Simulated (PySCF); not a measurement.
A PySCF script (with the pyscf-properties extension) for the NMR shieldings of octafluorocyclobutane, C4F8, on a GFN2-xTB geometry:

```python
import basis_set_exchange as bse
import numpy as np
from pyscf import gto, dft
from pyscf.prop import nmr

atoms = """
F    -1.696766    0.821363   -1.006482
C    -1.043309    0.365600    0.065655
F    -1.856643    0.446292    1.118257
C     0.373494    1.010905    0.254195
F     0.640119    2.050575   -0.535874
F     0.634985    1.361749    1.516285
C     1.039780   -0.344337   -0.167833
F     1.925830   -0.840391    0.695225
F     1.606023   -0.305931   -1.377025
C    -0.369482   -1.032217   -0.160154
F    -0.708957   -1.656660   -1.287551
F    -0.543877   -1.877634    0.859274
"""
names = dict.fromkeys(["F", "C"], "pcSseg-1")
basis = {el: gto.basis.parse(bse.get_basis(n, elements=[el], fmt="nwchem")) for el, n in names.items()}
mol = gto.M(atom=atoms, basis=basis, charge=0, verbose=0)
mf = dft.RKS(mol, xc="PBE0")
mf.grids.level = 2
mf.grids.alignment = dft.numint.BLKSIZE   # the property module wants whole blocks of grid points
mf.conv_tol = 1e-9
mf.kernel()

calc = nmr.RKS(mf)   # GIAO
C = mf.mo_coeff
Co = C[:, mf.mo_occ > 0]
resp = mf.gen_response(singlet=True, hermi=2)
def vind(x):   # induced exchange potential for any number of trial vectors
    d = np.einsum("pi,xij,qj->xpq", C, 2 * x.reshape(-1, C.shape[1], Co.shape[1]), Co, optimize=True)
    return np.einsum("xpq,pi,qj->xij", resp(d - d.transpose(0, 2, 1)), C, Co, optimize=True).ravel()
mo1, _ = nmr.rhf.solve_mo1(calc, with_cphf=vind)
sigma = calc.kernel(mo1)
for i, s in enumerate(sigma):   # ppm
    print("%2d %-2s %9.2f" % (i, mol.atom_pure_symbol(i), np.trace(s) / 3))
```

Q: Give the expected output.

A: 
```
 0 F     323.80
 1 C      65.86
 2 F     322.11
 3 C      65.84
 4 F     322.13
 5 F     323.88
 6 C      65.86
 7 F     322.15
 8 F     323.81
 9 C      65.84
10 F     322.13
11 F     323.86
```

These numbers come from an equivalent density-fitted implementation of the same equations, which agrees with the script to about 0.01 ppm for H and up to a few tenths of a ppm for heavy atoms, so last digits may differ.

Size and cost of the density-fitted run: 204 basis functions, 49 s wall time on 1 thread of an Arm Neoverse V1, shared host.
